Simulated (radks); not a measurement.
Q: These are the eigenvalues of the occupied orbitals of an atom or ion with whole-number occupations (eV). Calculated with a radial shooting solver on a logarithmic mesh with Libxc functionals: scalar-relativistic Kohn-Sham, r2SCAN, spin-unpolarised, spherical densities, finite nucleus; meta-GGA in the generalised Kohn-Sham scheme; Fermi nuclear charge, rms radius of each element as measured or else 0.836 A^(1/3) + 0.57 fm.

orbital  eigenvalue
1s        -48452.31
2s        -7991.071
2p        -7118.142
3s        -1779.465
3p        -1506.359
3d        -1141.236
4s        -369.9072
4p        -279.4514
4d        -152.9037
5s         -58.3125
5p         -36.0136
4f         -16.8473
6s         -10.1142

Which element is it, and in what charge state? The configuration may be excited.

A: Z = 63, europium, charge +1: Eu+ in [Xe] 4f6 6s2. The list shows which subshells hold electrons but not how many an open one holds; the 1s level, -1780.6 hartree, gives Z - s = 59.7 by -(Z - s)^2/2, which with screening and relativity narrows Z to a few neighbours, and the depths of the outer levels then fix element, charge and occupations together.
